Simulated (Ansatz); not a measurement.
Input file:

```yaml
crystal:
  periodic: [false, false, false]
  atoms:
    - { symbol: Si, position_ang: [-1.092101, -0.087721, 1.672515] }
    - { symbol: Si, position_ang: [0.613918, 0.728036, 0.460939] }
    - { symbol: B, position_ang: [0.566456, 0.018945, -1.327851] }
    - { symbol: C, position_ang: [0.827028, -0.886413, -2.419816] }
    - { symbol: "N", position_ang: [0.003186, 0.161687, -2.695427] }
    - { symbol: H, position_ang: [-1.070455, 0.442293, 3.015027] }
    - { symbol: H, position_ang: [-2.361087, 0.254784, 1.076868] }
    - { symbol: H, position_ang: [-1.017524, -1.526308, 1.760958] }
    - { symbol: H, position_ang: [1.865639, 0.382011, 1.094794] }
    - { symbol: H, position_ang: [0.535953, 2.170472, 0.423292] }
    - { symbol: H, position_ang: [1.194389, -1.714683, -3.040699] }
basis:
  gaussian: { orbitals: STO-3G }
hamiltonian:
  xc: pbe0
  dispersion: d4
neb:
  order_check: false
  images: 7
  f_tol: 0.03
  max_iterations: 3
  final_atoms:
    - { symbol: Si, position_ang: [-1.09265521, -0.08087911, 1.66981953] }
    - { symbol: Si, position_ang: [0.44307873, 0.89442885, 0.3526642] }
    - { symbol: B, position_ang: [0.58309335, -0.04818512, -1.31963714] }
    - { symbol: C, position_ang: [1.04425123, -1.02572875, -2.27447596] }
    - { symbol: "N", position_ang: [0.03745269, -0.21005205, -2.69259314] }
    - { symbol: H, position_ang: [-0.73499074, -1.45049674, 1.95107543] }
    - { symbol: H, position_ang: [-1.20663289, 0.61668258, 2.92837179] }
    - { symbol: H, position_ang: [-2.39092487, -0.08189626, 1.03986322] }
    - { symbol: H, position_ang: [1.72286216, 0.89991648, 1.02366106] }
    - { symbol: H, position_ang: [0.07676993, 2.27189366, 0.11546126] }
    - { symbol: H, position_ang: [1.58309761, -1.84258054, -2.77361024] }
  initial_path:
    images:
      - { positions_ang: [[-1.092101, -0.087721, 1.672515], [0.613918, 0.728036, 0.460939], [0.566456, 0.018945, -1.327851], [0.827028, -0.886413, -2.419816], [0.003186, 0.161687, -2.695427], [-1.070455, 0.442293, 3.015027], [-2.361087, 0.254784, 1.076868], [-1.017524, -1.526308, 1.760958], [1.865639, 0.382011, 1.094794], [0.535953, 2.170472, 0.423292], [1.194389, -1.714683, -3.040699]] }
      - { positions_ang: [[-1.07514116, -0.12274062, 1.64161887], [0.56693857, 0.78615744, 0.43504774], [0.58363478, 0.04292814, -1.34215757], [0.81657387, -0.92144903, -2.37395042], [0.26176857, 0.15988805, -2.71717733], [-0.89973704, 0.17272568, 2.9673947], [-2.30801728, 0.36498383, 1.28726043], [-1.13780689, -1.474371, 1.5198229], [1.82668823, 0.5354791, 1.10110824], [0.39092075, 2.21455996, 0.36588689], [1.03957962, -1.81505855, -2.86425445]] }
      - { positions_ang: [[-1.05818132, -0.15776024, 1.61072275], [0.51995915, 0.84427888, 0.40915649], [0.60081356, 0.06691128, -1.35646413], [0.80611973, -0.95648507, -2.32808484], [0.52035113, 0.1580891, -2.73892765], [-0.72901909, -0.09684164, 2.91976239], [-2.25494757, 0.47518367, 1.49765285], [-1.25808978, -1.42243401, 1.2786878], [1.78773746, 0.6889472, 1.10742248], [0.2458885, 2.25864793, 0.30848177], [0.88477023, -1.91543409, -2.68780991]] }
      - { positions_ang: [[-1.04122149, -0.19277986, 1.57982662], [0.47297972, 0.90240032, 0.38326523], [0.61799234, 0.09089442, -1.3707707], [0.7956656, -0.9915211, -2.28221926], [0.7789337, 0.15629015, -2.76067798], [-0.55830113, -0.36640896, 2.87213009], [-2.20187785, 0.5853835, 1.70804528], [-1.37837268, -1.37049701, 1.0375527], [1.74878669, 0.84241529, 1.11373671], [0.10085624, 2.30273589, 0.25107666], [0.72996085, -2.01580964, -2.51136536]] }
      - { positions_ang: [[-1.02426165, -0.22779948, 1.54893049], [0.42600029, 0.96052176, 0.35737398], [0.63517112, 0.11487757, -1.38507727], [0.78521146, -1.02655714, -2.23635368], [1.03751627, 0.1544912, -2.7824283], [-0.38758318, -0.63597628, 2.82449779], [-2.14880813, 0.69558333, 1.9184377], [-1.49865557, -1.31856002, 0.79641761], [1.70983592, 0.99588339, 1.12005095], [-0.04417601, 2.34682385, 0.19367154], [0.57515147, -2.11618519, -2.33492081]] }
      - { positions_ang: [[-1.04136004, -0.19106939, 1.57915275], [0.4302699, 0.94399854, 0.35619653], [0.62215168, 0.07411189, -1.36871724], [0.8499714, -1.02635004, -2.24588425], [0.78750038, 0.06335538, -2.75996951], [-0.47443507, -0.83960639, 2.6061422], [-1.91326432, 0.67585815, 2.17092122], [-1.72172289, -1.00939408, 0.85727901], [1.71309248, 0.97189166, 1.09595348], [-0.01393952, 2.3280913, 0.17411897], [0.827138, -2.04778403, -2.44459317]] }
      - { positions_ang: [[-1.05845843, -0.15433929, 1.60937501], [0.43453951, 0.92747531, 0.35501909], [0.60913224, 0.03334622, -1.3523572], [0.91473135, -1.02614294, -2.25541482], [0.53748448, -0.02778043, -2.73751072], [-0.56128696, -1.04323651, 2.38778661], [-1.67772051, 0.65613296, 2.42340474], [-1.94479022, -0.70022814, 0.91814041], [1.71634904, 0.94789993, 1.07185601], [0.01629696, 2.30935875, 0.1545664], [1.07912454, -1.97938286, -2.55426552]] }
      - { positions_ang: [[-1.07555682, -0.1176092, 1.63959727], [0.43880912, 0.91095208, 0.35384164], [0.5961128, -0.00741945, -1.33599717], [0.97949129, -1.02593584, -2.26494539], [0.28746859, -0.11891624, -2.71505193], [-0.64813885, -1.24686662, 2.16943102], [-1.4421767, 0.63640777, 2.67588826], [-2.16785755, -0.3910622, 0.97900181], [1.7196056, 0.92390821, 1.04775853], [0.04653344, 2.29062621, 0.13501383], [1.33111107, -1.9109817, -2.66393788]] }
      - { positions_ang: [[-1.09265521, -0.08087911, 1.66981953], [0.44307873, 0.89442885, 0.3526642], [0.58309335, -0.04818512, -1.31963714], [1.04425123, -1.02572875, -2.27447596], [0.03745269, -0.21005205, -2.69259314], [-0.73499074, -1.45049674, 1.95107543], [-1.20663289, 0.61668258, 2.92837179], [-2.39092487, -0.08189626, 1.03986322], [1.72286216, 0.89991648, 1.02366106], [0.07676993, 2.27189366, 0.11546126], [1.58309761, -1.84258054, -2.77361024]] }
```

Run as:

```bash
$ ansatz run input.yaml --threads 1 --pin off --max-ram 2048MiB --backend cpu --events-out ev --progress --plain --runs-dir out
```

Hardware: 1 thread of Arm Neoverse V1, with other jobs on the host.

Problem. Roughly how long does this run take, and how much memory?

Solution. 49 s, with a peak of 0.11 GiB, for 3 band iterations.
